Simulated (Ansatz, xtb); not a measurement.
# Two isomers of C4H6BrClSi

Structure I: `Cl[C@@H]1C=CC[Si@H]1Br`, a singlet. Structure II: `ClC1=CCC[Si@@H]1Br`, a singlet. Both are isolated molecules in the gas phase, relaxed with B3LYP-D3(BJ)/def2-SVP; the shapes shown needn't be the lowest conformers.

I (Å):

```
atom    x (Å)    y (Å)    z (Å)
   C  -0.7627   1.7436  -0.8007
   C  -1.1718   1.0091   0.4432
   C  -1.0396  -0.3292   0.4640
   C  -0.4970  -1.0443  -0.7543
  Br  -2.3924   0.1391  -3.3177
  Cl   0.8641   2.5771  -0.5447
  Si  -0.5395   0.3282  -2.0572
   H  -1.4567   2.5429  -1.0889
   H  -1.5354   1.5712   1.3084
   H  -1.3134  -0.9069   1.3534
   H   0.5283  -1.4161  -0.5734
   H  -1.1066  -1.9193  -1.0311
   H   0.6182   0.4585  -2.9710
```

II (Å):

```xyz
13

C    -1.1900    2.4428    1.5028
C    -0.3955    1.3901    1.7685
C     0.4623    0.8424    0.6505
C     0.0430    1.4507   -0.7150
Br    0.1379    4.9066   -0.4344
Cl   -2.1887    3.2272    2.6940
Si   -0.9923    2.9687   -0.2781
H    -0.3281    0.9470    2.7683
H     1.5193    1.0787    0.8712
H     0.4063   -0.2596    0.6331
H     0.9031    1.6627   -1.3653
H    -0.6108    0.7496   -1.2608
H    -2.2518    3.1592   -1.0391
```

Question: Estimate which is lower in electronic energy at CCSD(T)/def2-SVP + ΔMP2/def2-TZVPP, and by roughly how much.

Answer: Too close to call at this level: CCSD(T)/def2-SVP + ΔMP2/def2-TZVPP gives E(II) − E(I) = −1.32 kcal/mol.

How the difference moves with the method:

```tsv
level	geometry	E(II) − E(I) (kcal/mol)	departure from the last row (kcal/mol)	job, with rough time for the two
GFN2-xTB	GFN2-xTB	−2.72	−1.40	optimisation, 0.17 s
HF/STO-3G	GFN2-xTB	−1.47	−0.15	single point, 0.54 s
r2SCAN-D4/def2-SVP	GFN2-xTB	−2.50	−1.18	single point, 4.9 s
B3LYP-D3(BJ)/def2-SVP	B3LYP-D3(BJ)/def2-SVP	−1.72	−0.41	optimisation, 46 s
HF/def2-SVP	B3LYP-D3(BJ)/def2-SVP	−1.46	−0.15	part of the CCSD(T) run
MP2/def2-SVP	B3LYP-D3(BJ)/def2-SVP	−2.51	−1.19	part of the CCSD(T) run
CCSD(T)/def2-SVP	B3LYP-D3(BJ)/def2-SVP	−2.03	−0.71	single point
CCSD(T)/def2-SVP + ΔMP2/def2-TZVPP	B3LYP-D3(BJ)/def2-SVP	−1.32		single point, 94 s
```

As drawn, both hold the same kinds of bond in the same numbers.

The largest departure from CCSD(T)/def2-SVP + ΔMP2/def2-TZVPP is that of GFN2-xTB, 1.40 kcal/mol. The last row adds to CCSD(T) the change of the MP2 difference between the two basis sets, here +0.71 kcal/mol.

With thermal terms from frequencies at re-optimised GFN2-xTB minima (ideal gas, soft modes damped towards free rotors, one conformer each, 298.15 K, 1 atm): the zero-point term adds +0.42 kcal/mol; ΔH is −0.82 and ΔG −0.98 kcal/mol.

The correlated steps freeze 23 core orbitals; the filled d shell of Br is correlated, in a basis made for valence electrons. Codes used: Ansatz 0.2.0, xtb 6.7.1; the last row on 4 threads of Arm Neoverse V2 on a shared host.
